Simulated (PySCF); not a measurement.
**Core-level binding energies of `CC1=CO[SiH2]O1`**

C₃H₆O₂Si.
Atom-mapped SMILES: `[CH3:1][C:2]1=[CH:3][O:4][SiH2:5][O:6]1`

Computed, not measured: delta-SCF UKS SCAN, pcX-2 on the ionised atom, pcseg-1 elsewhere, spin-free X2C in PySCF 2.14.0. Each binding energy is the total energy of the core-ionised species, with the hole localised on one atom, minus that of the ground state; both are solved self-consistently, so orbital relaxation is included.

**Question.** What binding energy does each computed site have?

**Answer.** 
```csv
atom(s),environment,level,binding energy (eV),2p1/2 (eV),above the level's lowest (eV),count
Si5,oxygen-bound silicon,Si 1s,1848.03,–,0.00,1
O6,silyl ether oxygen,O 1s,538.39,–,+0.05,1
O4,silyl ether oxygen,O 1s,538.34,–,0.00,1
C2,vinylic carbon bearing oxygen,C 1s,291.72,–,+0.67,1
C3,vinylic carbon bearing oxygen,C 1s,291.36,–,+0.31,1
C1,allylic carbon,C 1s,291.05,–,0.00,1
Si5,oxygen-bound silicon,Si 2p3/2,108.10,108.73,0.00,1
```

The listed C 1s values span 0.67 eV, from C1 (bonded to C and 3 H) to C2 (bonded to O, C (double bond) and C).

The 2 O 1s values lie within 0.05 eV of each other; Gaussian lines of 0.5 eV full width would blend them into one maximum.

**Question.** What is the longest wavelength that can ionise Si 1s of Si5 vertically?

**Answer.** λ = hc/E = 12398.42 eV Å / 1848.03 eV = 6.709 Å.

**Question.** Express the binding energy of Si 1s of Si5 in atomic units and per mole.

**Answer.** 1848.03 eV = 67.9139 Eh = 178308 kJ/mol.

Spin–orbit and ligand-field terms were added within each 2p shell after the spin-free SCF. 2p1/2 minus 2p3/2 (ligand field included): Si 0.63 eV. Geometry: GFN2-xTB; no solvent, vibrations or thermal averaging.

On one thread of an Arm Neoverse V1, on a shared host, this took 66 s and 0.63 GiB of memory at its peak.
